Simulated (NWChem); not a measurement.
System: CH$_{4}$AlBr; SMILES [CH3][AlH][Br]

Here is an NWChem input.

```
start job
memory heap 200 mb stack 900 mb global 1100 mb
geometry units angstroms noautoz
  Al    -0.682443     1.032113     0.018444
  H     -2.259804     1.147909     0.079918
  Br     0.146285    -1.099410    -0.006605
  C      0.567629     2.535336    -0.013847
  H      1.418453     2.349123    -0.679053
  H      0.980874     2.713240     0.988371
  H      0.074563     3.461444    -0.332702
end
basis spherical
  * library 6-31g*
end
dft
  xc becke97-d
  disp vdw 2
  iterations 150
  mulliken
end
task dft energy
```

All runs use the structure optimised with B3LYP/6-31G* (spherical d).

**Question.** Give the results of this calculation. (B97-D/6-31G* (spherical d).) Quantities: energy (Ha); highest occupied level (eV); orbital gap (eV); dipole (D).

**Answer.** 
```json
{
 "energy (Ha)": "-2858.12",
 "highest occupied level (eV)": "-6.63",
 "orbital gap (eV)": "4.70",
 "dipole (D)": "2.19"
}
```
